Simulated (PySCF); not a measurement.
## Multinuclear NMR of C₃H₁₃NOSi₃

Geometry (Å), atoms numbered from 1 in this order:
```xyz
21

C     3.1090    0.0286    0.5259
C     1.6326    0.3070    0.4039
O     1.1027    1.3441    0.7807
N     0.8576   -0.6338   -0.1465
Si   -0.8612   -0.1348   -0.2038
C    -1.6205   -1.6977   -1.0195
Si   -0.9354    1.6987   -1.6435
Si   -1.5307    0.0696    2.0202
H     3.6050    0.8752    0.9913
H     3.2676   -0.8616    1.1321
H     3.5349   -0.1436   -0.4610
H     1.2683   -1.4976   -0.4617
H    -1.2202   -1.8877   -2.0120
H    -2.6919   -1.5641   -1.1254
H    -1.4662   -2.5939   -0.4241
H     0.3292    1.9532   -2.3441
H    -1.3129    2.9294   -0.9497
H    -1.9362    1.5084   -2.7064
H    -1.8424    1.4527    2.3764
H    -2.7542   -0.7071    2.2802
H    -0.5440   -0.4279    2.9864
```

No relativistic terms, in vacuum, one averaged value for each set of equivalent atoms, one conformer. Structure optimised with GFN2-xTB; NMR shieldings at PBE0/pcSseg-1/GIAO; PySCF 2.14.0 with density-fitted response routines.

Q: Where does ²⁹Si resonate?

A: 
```tsv
atoms	environment	σ (ppm)	δ (ppm)
Si5	silicon bonded to C, N, 2 Si	380.1	-32.4
Si7/Si8	silicon bonded to Si, 3 H	451.8	-91.4
```

Shieldings were converted by a linear fit to measured shifts: ²⁹Si (scatter 8.9 ppm rms, 25.8 ppm with the 6 outliers that the fit left out vs TMS, solution or neat liquid). Occasional misses reach two or three times the rms, and more in compound classes unlike the fitted ones.

On a 600 MHz spectrometer ²⁹Si resonates near 119.2 MHz, so 1 ppm is 119.2 Hz.

Q: What are the ¹⁵N shifts?

A: 
```csv
atoms,environment,σ (ppm),δ (ppm)
N4,amide-type nitrogen,131.5,-269.2
```

Shieldings were converted by a linear fit to measured shifts: ¹⁵N (scatter 6.3 ppm rms vs CH3NO2, solution or neat liquid). A few per cent of atoms miss by over 2 rms, more outside the fitted compound classes.

On a 300 MHz spectrometer ¹⁵N resonates near 30.4 MHz, so 1 ppm is 30.4 Hz.

Q: Predict the ¹⁷O NMR data.

A: 
```
atoms                 environment  σ (ppm)  δ (ppm)
   O3  amide-type carbonyl oxygen   -114.6    371.1
```

Shieldings were converted by a linear fit to measured shifts: ¹⁷O: δ = 266.70 − 0.911σ (rms 10.7 ppm, 155 shifts, 12.2 ppm with the 3 outliers that the fit left out vs liquid water, solution or neat liquid). Occasional misses reach two or three times the rms, and more in compound classes unlike the fitted ones.

On a 300 MHz spectrometer ¹⁷O resonates near 40.7 MHz, so 1 ppm is 40.7 Hz.

Hydrogen bonding in solution shields acid and N–H amide carbonyl oxygens by tens of ppm.
